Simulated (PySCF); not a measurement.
**Bonding in `FC[SiH2][SiH3]`**

Species: CH₇FSi₂.
SMILES with atom numbers: `[F:1][CH2:2][SiH2:3][SiH3:4]` (hydrogens: H5, H6 on C2; H7, H8 on Si3; H9, H10, H11 on Si4)

Cartesian coordinates in Å at the PBE0-D3(BJ)/def2-SVP level; atoms count from 1:
```xyz
11
CH7FSi2 angstrom
F      1.2586    1.5503   -0.8314
C      1.5043    0.1904   -0.7951
Si     0.4409   -0.6021    0.5780
Si    -1.7460    0.2002    0.3197
H      2.5827    0.0231   -0.6267
H      1.2515   -0.2464   -1.7777
H      0.5030   -2.0907    0.4271
H      0.9824   -0.2310    1.9212
H     -1.7899    1.6633    0.6151
H     -2.6869   -0.5116    1.2389
H     -2.1917   -0.0255   -1.0902
```

Bond orders from the PBE0/pcSseg-1 density (PySCF). The structure is a single PBE0-D3(BJ)/def2-SVP conformer in the gas phase; no vibrational or solvent corrections.

(1) How far do the computed orders between heavy atoms stray from the drawn ones?

(2) Give the Mayer order of every bond, beside its length.

(3) Sum the orders of all bonds at each heavy atom with more than one neighbour and set the sums beside the valence in the SMILES.

## Answers

(1) The largest departure is 0.150, at F1–C2 (drawn single, 0.850). Drawn single, order below 0.88: F1–C2 (0.850).

(2) 
```tsv
bond	drawn as	length (Å)	Mayer order
F1–C2	single	1.382	0.850
C2–Si3	single	1.909	0.905
Si3–Si4	single	2.344	0.914
C2–H5	single	1.104	0.949
C2–H6	single	1.105	0.942
Si3–H7	single	1.498	0.918
Si3–H8	single	1.495	0.939
Si4–H9	single	1.493	0.931
Si4–H10	single	1.496	0.928
Si4–H11	single	1.496	0.926
```

(3) C2 3.646 (drawn 4), Si3 3.676 (drawn 4), Si4 3.699 (drawn 4). Orders between atoms that aren't bonded are not in these sums.

The Mayer order sums products of elements of PS (density times overlap matrix) between the two atoms' basis functions, so it depends on the basis set.
